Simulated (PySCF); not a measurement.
# Polarisability as a sum over states

Species: C₄H₆ClF₃Si.
Geometry (GFN2-xTB, Å), atoms numbered from 1 in this order:
```
atom  x, y, z in Å
F1     3.0735    0.8912    0.8175
C2     1.8440    0.9997    0.2443
F3     1.9796    0.5738   -1.0418
Si4    0.5693   -0.1069    1.1883
C5    -0.1389   -1.5436    0.2043
C6    -1.0816   -0.3220    0.2785
C7    -1.3682    0.3939   -0.9995
F8    -1.7275    1.6903   -0.7612
Cl9   -2.7269   -0.3809   -1.8855
H10    1.6073    2.0723    0.2024
H11    0.6992   -0.0055    2.6258
H12    0.2521   -1.7681   -0.7799
H13   -0.4940   -2.4340    0.7016
H14   -1.9776   -0.4709    0.8684
H15   -0.5148    0.4186   -1.6851
```

Level of theory: PySCF, TDDFT wB97X-D/def2-SVPD, vertical, gas phase, core orbitals frozen in the response.

Excitation energies and transition dipoles (atomic units, axes of the coordinates) of those of the lowest 8 singlets that add 0.02 au or more to the mean polarisability:

```
state  ΔE (hartree)      μx      μy      μz
   S1        0.2381   0.986   0.377   0.801
   S2        0.2484  -0.064  -0.252  -0.134
   S3        0.2580   0.349   0.168   0.131
   S4        0.2685  -0.036  -0.220   0.108
   S5        0.2724   0.102   0.021   0.010
   S6        0.2805   0.102  -0.032   0.040
   S7        0.2846  -0.132  -0.215  -0.244
   S8        0.2912   0.230  -0.161   0.132
```

Question: What does each state add to αxx, αyy and αzz, and how do the sums compare with the full static tensor?

Answer: Each state adds 2 μα² / ΔE.

| state | αxx (au) | αyy (au) | αzz (au) |
| --- | --- | --- | --- |
| S1 | 8.16 | 1.19 | 5.40 |
| S2 | 0.03 | 0.51 | 0.14 |
| S3 | 0.95 | 0.22 | 0.13 |
| S4 | 0.01 | 0.36 | 0.09 |
| S5 | 0.08 | 0.00 | 0.00 |
| S6 | 0.07 | 0.01 | 0.01 |
| S7 | 0.12 | 0.33 | 0.42 |
| S8 | 0.36 | 0.18 | 0.12 |
| all 8 states | 9.8 | 2.8 | 6.3 |
| full response | 100.2 | 82.2 | 90.1 |
| share (%) | 10 | 3 | 7 |

The rest comes from the higher roots of the same response equations.

Question: Give the full tensor and its principal values.

Answer: In au, rows and columns x, y, z:
```
x   100.2   8.6  17.6
y     8.6  82.2   3.4
z    17.6   3.4  90.1
```
Principal values 75.5, 81.2 and 115.8 au; mean 90.8 au (13.46 Å³).

Question: By how much does the contribution of these states grow at 632.8 nm?

Answer: With ω = 0.0720 hartree each state's term in the mean polarisability goes from f / ΔE² to f / (ΔE² − ω²), f = (2/3) ΔE |μ|²; the sum over all 8 states goes from 6.30 to 6.90 au, a rise of 0.60 au.

One conformer stands for the species.
